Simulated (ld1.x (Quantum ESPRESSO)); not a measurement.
**W (Z = 74), TM: configuration errors across variants**

ld1.x (Quantum ESPRESSO) 7.5 input, shortened:

```
&input
   title='W', zed=74., rel=1, dft='PBE', iswitch=3,
   config='[Xe] 4f14 5d4 6s0 6p0'
 /
 &inputp
   pseudotype=2, tm=.true., lloc=0,
   nlcc=.true., new_core_ps=.true., rcore=0.80
 /
3
5P  2  1   6.00   0.00  1.60  1.60  0.0
5D  3  2   4.00   0.00  1.70  1.70  0.0
5S  1  0   2.00   0.00  1.45  1.45  0.0
 &test
   configts(1)='5s2 5p6 5d4 6s0 6p0'
 /
```

All-electron excitation energies from the reference (eV): (1) 5s2 5p6 5d4 6s2 6p0 -24.563; (2) 5s2 5p6 5d4 6s1 6p0 -15.679; (3) 5s2 5p6 5d3 6s0 6p0 25.382; (4) 5s1 5p6 5d4 6s2 6p0 60.859; (5) 5s2 5p6 5d2 6s0 6p0 62.593; (6) 5s2 5p6 5d4 6s0 6p1 -10.226; (7) 5s2 5p5 5d4 6s2 6p0 24.379.

1 further variants failed, have other tests or too few solved ones, and are left out.

Errors AE − PS in meV (a dash: test not solved or not reliable):

```tsv
change	(1)	(2)	(3)	(4)	(5)	(6)	(7)	bound ghosts
base	+1133	+697	-15	+1683	-73	+62	+1686	none
core correction none	+1171	+711	-5.0	+1731	-25	+66	+1744	none
wave 5p (bound): rc 1.60 bohr becomes 5p (bound): rc 1.56 bohr	+1133	+697	-15	+1681	-73	+59	+1687	none
wave 5s (bound): rc 1.45 bohr becomes 5s (bound): rc 2.02 bohr	+7692	+4617	-21	+11266	-111	-390	+10761	none
all radii but the core radius scaled by about 1.29 (s 1.88, p 2.06, d 2.20 bohr)	+5592	+3390	-15	+8442	-76	-77	+8087	none
all radii but the core radius scaled by about 1.17 (s 1.70, p 1.88, d 1.98 bohr)	+3228	+1974	-14	+4998	-71	+66	+4818	none
local potential all-electron potential smoothed inside 1.15 bohr (lloc = -2)	+973	+610	-14	+1589	-70	+77	+1528	none
all radii but the core radius scaled by about 0.95 (s 1.38, p 1.52, d 1.60 bohr)	+765	+471	-15	+1076	-74	+50	+1111	none
```

Question: Give the same row for: type TM semilocal; local potential the d channel.

Answer: +1133, +697, -14, +1691, -70, +102, +1688; bound ghosts: none.
